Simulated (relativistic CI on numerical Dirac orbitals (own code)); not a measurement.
**In IX: q coefficients and field-shift factors**

Calculated at this level of theory: Dirac-Coulomb-Breit CI, orbitals from a KLI potential per configuration, derivatives by finite differences, unscaled Slater integrals, QED left out (own radial code, finite nucleus).

CI space (outside the closed core [Ar] 3d10): 4s2.4p6.4d5, 4s2.4p5.4d6, 4s2.4p6.4d4.5s, 4s2.4p6.4d4.5p, 4s.4p6.4d6, 4s2.4p6.4d3.5s2, 4s2.4p6.4d2.5s2.5p, 4p6.4d7, 4p5.4d8. Double excitations out of closed p, d and f shells are left out; levels of such configurations are missing from the list, as are those of other unlisted configurations, and high levels can miss mixing partners.

With x = (α/α₀)² − 1 an excitation energy changes as ω = ω₀ + qx; K = 2q/ω₀ is the relative enhancement. Terms are leading LS components, so labels can repeat. The field-shift factor is F = δν/δ⟨r²⟩ for the transition from the lowest level.

Lowest level 4s2.4p6.4d5 6S_5/2.

| Level | ω₀ (cm⁻¹) | q (cm⁻¹) | K | F (GHz/fm²) |
| --- | --- | --- | --- | --- |
| 4s2.4p6.4d5 4G_5/2 | 37847.1 | -5783 | -0.306 | 0.0125 |
| 4s2.4p6.4d5 4G_7/2 | 39633.8 | -1006 | -0.0508 | 0.0778 |
| 4s2.4p6.4d5 4G_11/2 | 40068.5 | -68.33 | -0.00341 | 0.0922 |
| 4s2.4p6.4d5 4G_9/2 | 40481.1 | 758.8 | 0.0375 | 0.101 |
| 4s2.4p6.4d5 4P_5/2 | 41395.3 | -3291 | -0.159 | 0.00356 |
| 4s2.4p6.4d5 4P_3/2 | 42692.5 | -3594 | -0.168 | -0.0061 |
| 4s2.4p6.4d5 4P_1/2 | 44932.1 | -947.8 | -0.0422 | 0.0241 |
| 4s2.4p6.4d5 4D_7/2 | 48196.5 | 434.9 | 0.018 | 0.06 |
| 4s2.4p6.4d5 4D_1/2 | 51173.6 | 4370 | 0.171 | 0.0987 |
| 4s2.4p6.4d5 4D_5/2 | 51727.2 | 2657 | 0.103 | 0.0892 |
| 4s2.4p6.4d5 4D_3/2 | 52561.1 | 5423 | 0.206 | 0.113 |
| 4s2.4p6.4d5 2I_11/2 | 57071.5 | -1143 | -0.0401 | 0.164 |
| 4s2.4p6.4d5 2I_13/2 | 59374.8 | 2257 | 0.076 | 0.206 |

At this charge configurations can still be misplaced by up to about 7 % of their energy. Terms inside the open d or f shell come out 10 to 20 % too wide with unscaled integrals.
